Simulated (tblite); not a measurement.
A geometry optimisation, step by step.

Compound: C5H14GeN2.
Atom-mapped SMILES: `[CH3:1][C@@H:2]1[CH2:3][CH2:4][CH2:5][N:6]([GeH3:7])[NH:8]1` (hydrogens: H9, H10, H11 on C1; H12 on C2; H13, H14 on C3; H15, H16 on C4; H17, H18 on C5; H19, H20, H21 on Ge7; H22 on N8)

Computed with GFN2-xTB (tblite), gas phase: L-BFGS steps from a force-field or distance-geometry start until the largest atomic force falls under 0.01 eV/Å. 4 of its 60 geometries are shown.

Step 0: E = -696.3537 eV, largest atomic force 1.167 eV/Å
```
atom  x, y, z in Å  |  force x, y, z in eV/Å
C1     -2.156   -1.278   -0.652   -0.729  -0.176  -0.321
C2     -0.894   -0.597   -0.147    0.127  -0.467   0.177
C3     -1.231    0.717    0.562   -0.651   0.416  -0.241
C4      0.033    1.445    0.980    0.118   0.258   0.994
C5      0.990    1.569   -0.192   -0.080   0.203  -0.812
N6      1.233    0.282   -0.871    0.763   0.080   0.880
Ge7     2.370   -0.859    0.116    0.521   0.059   0.362
N8      0.035   -0.346   -1.262   -0.929  -0.308  -0.337
H9     -2.865   -1.460    0.189    0.548   0.162  -0.611
H10    -2.668   -0.639   -1.408    0.402  -0.497   0.534
H11    -1.919   -2.256   -1.115   -0.137   0.563   0.211
H12    -0.427   -1.295    0.600   -0.058   0.322  -0.170
H13    -1.817    1.377   -0.125    0.413  -0.541   0.348
H14    -1.865    0.524    1.451    0.285  -0.014  -0.464
H15     0.518    0.888    1.817   -0.179   0.258  -0.517
H16    -0.226    2.450    1.383    0.195  -0.501  -0.292
H17     0.559    2.284   -0.934    0.172  -0.505   0.264
H18     1.951    2.005    0.146   -0.273  -0.428  -0.230
H19     2.538   -2.198   -0.635   -0.176   0.491   0.209
H20     3.763   -0.191    0.282   -0.643  -0.242  -0.075
H21     1.796   -1.145    1.536    0.458  -0.112  -0.361
H22     0.272   -1.257   -1.725   -0.148   0.978   0.452
```

Step 20: E = -696.6974 eV, largest atomic force 0.078 eV/Å
```
atom  x, y, z in Å  |  force x, y, z in eV/Å
C1     -2.160   -1.280   -0.668    0.003   0.011   0.007
C2     -0.915   -0.594   -0.128    0.028   0.035   0.001
C3     -1.252    0.735    0.557    0.012   0.009   0.024
C4      0.022    1.458    0.990    0.005   0.021  -0.004
C5      0.981    1.541   -0.196    0.008  -0.035  -0.021
N6      1.233    0.222   -0.740    0.009  -0.026  -0.003
Ge7     2.383   -0.881    0.205   -0.012  -0.001  -0.025
N8      0.001   -0.290   -1.218    0.010   0.033  -0.016
H9     -2.863   -1.462    0.140   -0.036  -0.009   0.010
H10    -2.632   -0.646   -1.413   -0.015  -0.009  -0.029
H11    -1.903   -2.232   -1.127   -0.003  -0.007  -0.020
H12    -0.421   -1.262    0.613   -0.024   0.018   0.020
H13    -1.795    1.360   -0.155    0.009  -0.032   0.016
H14    -1.890    0.552    1.423   -0.042   0.003  -0.013
H15     0.512    0.898    1.794   -0.026   0.012  -0.005
H16    -0.212    2.457    1.360   -0.016   0.013   0.020
H17     0.540    2.151   -0.991   -0.001  -0.006   0.007
H18     1.937    1.983    0.101   -0.012  -0.032   0.008
H19     2.472   -2.115   -0.638    0.019  -0.005  -0.008
H20     3.667   -0.130    0.241    0.068   0.024  -0.030
H21     2.086   -1.322    1.626    0.005  -0.017   0.004
H22     0.196   -1.121   -1.775    0.013   0.000   0.055
```

Step 39: E = -696.7073 eV, largest atomic force 0.037 eV/Å
```
atom  x, y, z in Å  |  force x, y, z in eV/Å
C1     -2.171   -1.271   -0.676   -0.017  -0.010  -0.007
C2     -0.938   -0.585   -0.106   -0.004  -0.013   0.001
C3     -1.279    0.756    0.549    0.005   0.009   0.003
C4     -0.004    1.466    0.997    0.015   0.009   0.003
C5      0.980    1.523   -0.171    0.006  -0.004  -0.001
N6      1.234    0.202   -0.705    0.003   0.001   0.011
Ge7     2.437   -0.888    0.176   -0.002   0.034  -0.015
N8      0.005   -0.315   -1.183   -0.005  -0.001  -0.015
H9     -2.899   -1.457    0.110   -0.002   0.017   0.000
H10    -2.623   -0.641   -1.437   -0.004   0.001   0.003
H11    -1.902   -2.222   -1.130   -0.002  -0.006   0.005
H12    -0.475   -1.242    0.662    0.019  -0.008   0.009
H13    -1.799    1.378   -0.183    0.002  -0.017  -0.013
H14    -1.942    0.593    1.401   -0.017   0.007  -0.012
H15     0.457    0.908    1.819    0.006   0.004  -0.008
H16    -0.230    2.474    1.349   -0.005  -0.006   0.011
H17     0.559    2.130   -0.980    0.012   0.007   0.026
H18     1.934    1.956    0.144   -0.008  -0.003  -0.007
H19     2.521   -2.106   -0.692   -0.009  -0.011   0.001
H20     3.715   -0.117    0.154   -0.001   0.005   0.004
H21     2.202   -1.354    1.602    0.005  -0.010   0.002
H22     0.207   -1.167   -1.702    0.002  -0.008  -0.002
```

Step 59: E = -696.7086 eV, largest atomic force 0.009 eV/Å
```
atom  x, y, z in Å  |  force x, y, z in eV/Å
C1     -2.176   -1.272   -0.670    0.000   0.002   0.000
C2     -0.939   -0.589   -0.105   -0.001   0.000   0.001
C3     -1.281    0.758    0.539   -0.001  -0.002  -0.004
C4     -0.008    1.462    1.002   -0.005  -0.001  -0.003
C5      0.981    1.522   -0.162   -0.001  -0.001   0.003
N6      1.233    0.202   -0.700   -0.001   0.003  -0.007
Ge7     2.445   -0.883    0.168    0.004   0.001  -0.008
N8      0.006   -0.321   -1.181   -0.002   0.002   0.003
H9     -2.909   -1.433    0.116   -0.002  -0.005  -0.001
H10    -2.619   -0.649   -1.443    0.004   0.000  -0.005
H11    -1.917   -2.234   -1.108    0.002  -0.002   0.008
H12    -0.476   -1.241    0.667    0.001   0.000  -0.001
H13    -1.781    1.376   -0.210   -0.005   0.002   0.002
H14    -1.964    0.607    1.377    0.004   0.002  -0.003
H15     0.448    0.898    1.823   -0.003   0.004  -0.003
H16    -0.236    2.468    1.360    0.006  -0.002   0.007
H17     0.566    2.139   -0.966    0.002  -0.004   0.001
H18     1.935    1.948    0.159    0.001  -0.002   0.000
H19     2.523   -2.100   -0.703   -0.001   0.000   0.002
H20     3.717   -0.104    0.137    0.003  -0.001   0.006
H21     2.226   -1.359    1.594    0.001   0.000   0.001
H22     0.215   -1.176   -1.694   -0.006   0.004   0.000
```

Problem. Summarise the path.

Solution. The energy falls by 34.23 kJ/mol from step 0 to step 59; nine tenths of that is first reached at step 11. It falls at every step. The largest force goes from 1.167 to 0.009 eV/Å. Among the bonds Ge7–H20 changes most, from 1.554 to 1.492 Å; the atoms move by 0.142 Å rms after alignment.

Problem. Follow the three bonds and two angles with the largest change from start to end.

Solution. 
```csv
step,E above end (kJ/mol),largest force (eV/Å),Ge7–H20 (Å),Ge7–H19 (Å),N6–Ge7 (Å),N6–Ge7–H21 (°),Ge7–N6–N8 (°)
0,34.23,1.167,1.554,1.545,1.889,111.4,112.8
3,13.89,0.467,1.491,1.516,1.874,110.9,115.3
5,9.85,0.415,1.479,1.491,1.858,111.7,117.3
8,5.93,0.380,1.495,1.489,1.830,115.2,118.6
10,3.76,0.251,1.493,1.498,1.839,117.6,119.1
13,1.92,0.158,1.492,1.498,1.858,119.7,119.9
15,1.57,0.092,1.495,1.496,1.850,120.4,120.0
18,1.24,0.087,1.490,1.498,1.846,121.4,119.8
21,1.01,0.067,1.489,1.497,1.854,122.2,119.8
23,0.90,0.061,1.492,1.498,1.854,122.5,120.0
26,0.73,0.069,1.492,1.501,1.851,122.4,120.1
28,0.59,0.058,1.491,1.500,1.853,122.2,120.3
31,0.41,0.066,1.493,1.497,1.852,122.1,120.7
33,0.30,0.056,1.494,1.497,1.846,122.0,120.9
36,0.18,0.041,1.491,1.499,1.844,121.9,120.8
38,0.14,0.030,1.492,1.498,1.846,121.9,120.7
41,0.09,0.034,1.494,1.498,1.846,121.9,120.8
44,0.06,0.022,1.492,1.500,1.845,121.9,120.7
46,0.05,0.019,1.492,1.499,1.845,122.0,120.7
49,0.03,0.017,1.493,1.498,1.845,122.2,120.7
51,0.03,0.013,1.493,1.499,1.844,122.2,120.7
54,0.01,0.014,1.492,1.499,1.845,122.1,120.7
56,0.01,0.015,1.493,1.498,1.845,122.1,120.7
59,0.00,0.009,1.492,1.499,1.844,122.1,120.8
```

What follows is the cost of the whole relaxation. Hardware: one thread of an Arm Neoverse V2, shared host with 32 logical CPUs at a one-minute load of 19. Cost: 0.39 s.
